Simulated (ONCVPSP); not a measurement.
# Transferability test, ONCV potential for Cl (Z = 17)

chlorine, optimised norm-conserving Vanderbilt (ONCV), made with ONCVPSP 4.0.1 (PBE, non-relativistic). Core [Ne], reference 3s2 3p4 (charge +1). Waves: 3s: rc 1.30 bohr, ncon 3, nbas 8, qcut 6.5 1/bohr, 2 projectors, debl 1.4 Ha; 3p: rc 1.10 bohr, ncon 4, nbas 8, qcut 6.7 1/bohr, 2 projectors, debl 3.5 Ha; d scattering state at 0.05 Ha: rc 1.30 bohr, ncon 4, nbas 6, qcut 6.7 1/bohr, 3 projectors, debl 3.6 Ha. Local part: polynomial inside 1.00 bohr (lpopt 4, dvloc0 0 Ha). Core correction: Teter function fitted to the true core (icmod 2), fcfact 0.5.

Energies are relative to the spin-unpolarised reference configuration 3s2 3p4; without spin polarisation the order of configurations can differ from experiment.

| valence configuration | charge | ΔE all-electron (eV) | error AE − PS (meV) |
| --- | --- | --- | --- |
| 3s2 3p5 | 0 | -13.890 | +1.7 |
| 3s2 3p3 | +2 | 25.459 | +5.8 |
| 3s2 3p2 | +3 | 63.772 | +37 |

Q: What are ΔE and the potential's error for 3s1 3p6?

A: ΔE = -1.917 eV all-electron; the error (AE − PS) is +2.5 meV.

Levels in the configuration 3s2 3p5:

```csv
level,all-electron (eV),pseudo (eV)
3s,-20.529,-20.532
3p,-8.610,-8.612
```

Note: ghosts flagged at negative energy: d at -46.2 eV; GHOST(+) flagged for s at 197.9 eV. A true bound ghost makes a file unfit for plane-wave use.
